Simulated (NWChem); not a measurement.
Species: C₂H₆In cation; SMILES [CH3][In+][CH3]

```xyz
9

In     0.0000     0.0000     0.0000
C      0.0000     0.0000     2.1253
H     -0.2825    -1.0130     2.4731
H     -0.7361     0.7511     2.4731
H      1.0185     0.2619     2.4731
C      0.0000     0.0000    -2.1253
H      0.7511    -0.7361    -2.4731
H      0.2619     1.0185    -2.4731
H     -1.0130    -0.2825    -2.4731
```
Atoms are numbered in this order, from 1.

Computed with NWChem. All runs use the structure optimised with PBE-D3(BJ)/def2-SVP. def2 effective core potentials on In; no spin-orbit coupling. Vertical excitations in the gas phase; the lowest state need not have the same character in each row.

```tsv
level	lowest excitation, singlet (eV)	oscillator strength of that lowest state	lowest state with f > 0.02, singlet (eV)	oscillator strength of that bright state	orbital gap (eV)
PBE/def2-SVP, full TDDFT	5.12	0.000	6.86	0.372	5.02
B3LYP/def2-SVP, full TDDFT	5.17	0.000	6.99	0.638	6.29
LRC-wPBEh/def2-SVP, full TDDFT	5.49	0.000	7.36	0.760	10.26
Hartree-Fock/def2-SVP, TDHF	?	0.000	?	?	?
```

Problem. Complete the blanks.

Solution. 
- Hartree-Fock/def2-SVP, TDHF, lowest excitation, singlet (eV): 5.96
- Hartree-Fock/def2-SVP, TDHF, lowest state with f > 0.02, singlet (eV): 7.46
- Hartree-Fock/def2-SVP, TDHF, oscillator strength of that bright state: 1.039
- Hartree-Fock/def2-SVP, TDHF, orbital gap (eV): 11.91
